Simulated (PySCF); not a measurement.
## NMR parameters from quadrupole coupling constants

C3H6FO4Si (charge -1).
Geometry (GFN2-xTB, Å), atoms numbered from 1 in this order:
```
atom  x, y, z in Å
C1     2.610   -0.266    0.167
O2     1.434   -0.542   -0.533
Si3   -0.037   -0.328    0.146
F4    -0.263   -1.717    1.031
O5    -0.973   -0.553   -1.174
C6    -2.344   -0.291   -1.158
C7    -0.313    1.344    1.143
O8    -1.466    1.811    1.105
O9     0.698    1.828    1.684
H10    2.867   -1.108    0.818
H11    2.493    0.627    0.785
H12    3.412   -0.115   -0.560
H13   -2.884   -1.138   -0.721
H14   -2.561    0.600   -0.566
H15   -2.677   -0.146   -2.188
```

Computed at PBE0/pcSseg-1 (PySCF, non-relativistic):

```
atom         environment  nucleus  spin I    Q (b)  CQ = χzz (MHz)      η
  O2  silyl ether oxygen      17O     5/2  -0.0256         -10.232  0.445
  O8  oxygen bonded to C      17O     5/2  -0.0256           7.953  0.324
```

Question: Which field gradients stand behind these couplings (CQ in MHz = 234.96 × Q in b × Vzz in au)?

Answer: Vxx = −Vzz(1 − η)/2 and Vyy = −Vzz(1 + η)/2, in au:

| atom | Vxx (au) | Vyy (au) | Vzz (au) | Vzz (10²¹ V/m²) |
| --- | --- | --- | --- | --- |
| O2 | -0.472 | -1.229 | 1.701 | 16.53 |
| O8 | 0.447 | 0.875 | -1.322 | -12.85 |

Question: Give the quadrupolar product PQ = |CQ|√(1 + η²/3), the quadrupolar frequency νQ = 3|CQ|/[2I(2I − 1)] and the Larmor frequency ν0 = |g| × 7.62259 MHz/T × B at 11.75 T, with g(17O) = −0.75752.

Answer: 
| atom | PQ (MHz) | νQ (MHz) | ν0 (MHz) | νQ/ν0 |
| --- | --- | --- | --- | --- |
| O2 | 10.57 | 1.535 | 67.85 | 0.023 |
| O8 | 8.091 | 1.193 | 67.85 | 0.018 |

For O2: PQ = 10.23 × 1.0325, νQ = 10.23 × 0.1500, ν0 = 5.7742 MHz/T × 11.75 T.

Question: Second-order quadrupolar shift of the central transition's centre of gravity (half-integer spins, νQ < ν0/10) at 11.75, 14.1 and 18.8 T.

Answer: δ = −(3/40)(PQ/ν0)² [I(I + 1) − 3/4]/[I²(2I − 1)²], in ppm:

```json
{"site": "17O at O2", "11.75 T": "-145", "14.1 T": "-101", "18.8 T": "-56.8"}
{"site": "17O at O8", "11.75 T": "-85.3", "14.1 T": "-59.3", "18.8 T": "-33.3"}
```

Question: In the extreme-narrowing limit, with isotropic tumbling and one correlation time, the quadrupolar linewidth goes as PQ². What relative widths follow for the 17O sites?

Answer: O2 1, O8 0.59, with O2 as 1.

Question: Take a correlation time of 10 ps, isotropic tumbling and extreme narrowing. What quadrupolar relaxation rates and linewidths follow?

Answer: 1/T1 = 1/T2 = (3π²/10)(2I + 3)/[I²(2I − 1)] × PQ² × τc; the width is 1/(πT2).

| site | spin factor (2I + 3)/[I²(2I − 1)] | 1/T1 (s⁻¹) | T1 (ms) | linewidth (Hz) |
| --- | --- | --- | --- | --- |
| 17O at O2 | 0.320 | 1060 | 0.946 | 337 |
| 17O at O8 | 0.320 | 620 | 1.61 | 197 |

Isolated species at its GFN2-xTB geometry (one conformer only). The pcSseg-1 basis has no diffuse functions, a weakness for an anion. GFN2-xTB bond lengths can be off by several hundredths of an ångström, more for odd bonds, and the gradients follow them. With so small a basis the couplings can be 20 % off.
